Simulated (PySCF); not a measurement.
# How methods differ on the excitation energy of Cu

Cu [Ar] 3d10 4s1 (2S) → Cu [Ar] 3d9 4s1 4p1 (high-spin determinant), as a difference of total energies. Calculation: PySCF 2.14, in x2c-TZVPPall with one added diffuse shell each of s, p, d, f type (7s6p5d3f1g, 80 functions); the spin-free X2C one-electron Hamiltonian (Gaussian nucleus). Correlated levels: valence: [Ar] frozen; valence and next inner shell: [Ne] frozen. The calculations carry no spin-orbit coupling.

```tsv
method	excitation energy (eV)
UHF	2.073
LDA	6.120
PBE	5.596
PBE0	4.865
r2SCAN	4.923
revPBE	5.493
PBEsol	5.717
MN15	5.721
M06-2X	4.611
MP2 (valence)	5.637
SCS-MP2 (valence)	5.294
MP2 (valence and next inner shell)	6.263
SCS-MP2 (valence and next inner shell)	5.775
```

Question: How much does correlation contribute at MP2 (valence and next inner shell)?

Answer: 6.263 − (2.073) = 4.190 eV, measured against UHF.

A first-order spin-orbit estimate (lowest level to lowest level, LS coupling) adds -0.083 eV.

The determinant of the upper state mixes LS terms, which raises its energy above the lowest term, most at the Hartree-Fock and MP2 levels.
